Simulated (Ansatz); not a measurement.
A nudged elastic band was laid between two geometries of FGaH₂OS (6 atoms, charge 0, multiplicity 1).

Level of theory: RKS B3LYP-D4/def2-SVP (Ansatz 0.2.0).

| Property | Result |
| --- | --- |
| movable images | 5 |
| climbing image | yes |
| spring | 5.0 eV/Å² |
| optimiser | quadratic models (default) |
| start path | through a guess of the saddle point |
| force threshold | 0.05 eV/Å |
| iteration limit | 60 |
| end points | relaxed |

Image 0:

```xyz
6
Properties=species:S:1:pos:R:3
F -0.483 -2.569 0.250
Ga 0.302 -1.004 0.270
O -0.911 0.312 0.059
S -0.387 1.919 0.153
H 1.829 -0.843 0.450
H -0.350 2.186 -1.181
```

Image 6:

```xyz
6
Properties=species:S:1:pos:R:3
F -0.815 -1.749 -0.018
Ga 0.428 -0.594 0.465
O -0.103 1.055 -0.766
S -0.466 1.414 0.986
H 1.918 -1.002 0.521
H -0.962 0.877 -1.189
```

(1) Which bonds break or form, and what moves?

(2) Give the energies along the band, and the barrier.

(3) What is the geometry of the highest image?

The band took 31 iterations and of the order of 10 core-minutes.

## Answers

(1) Bonds broken: S4–H6. Bonds formed: O3–H6.

(2) The forces met the threshold. The highest image is number 4 of 0 to 6, 1.64 eV above the first end and 1.77 eV above the last; the last end lies 0.13 eV below the first. The profile has 2 maxima (images 1, 4) with wells between them (image 2): this band takes more than one step, which may be the mechanism or a detour left from its start path. Neighbouring images differ by up to 1.6 eV, so the band resolves the path poorly. A vibrational analysis at the climbing image gives one clearly imaginary mode, 1513i cm⁻¹: a first-order saddle point. The orbitals stay closed-shell, which can raise the energy where a bond breaks towards radicals; this wasn't checked here.

```csv
image,path coordinate (Å),energy (eV),S4–H6 (Å),O3–H6 (Å)
0,0.00,0.00,1.36,2.32
1,1.33,0.07,1.36,2.26
2,2.66,0.01,1.36,2.32
3,3.98,0.05,1.36,2.35
4,5.31,1.64,1.46,1.37
5,5.81,0.37,1.94,0.99
6,6.31,-0.13,2.29,0.97
```

(3) 
```xyz
6
Properties=species:S:1:pos:R:3
F -0.888 -1.830 0.031
Ga 0.414 -0.672 0.229
O 0.225 0.764 -1.011
S -0.477 1.589 0.562
H 1.783 -0.959 0.877
H -1.057 1.107 -0.689
```

The run took 5.1 min on 2 threads of Arm Neoverse V1 (shared host), peak memory 0.19 GiB.
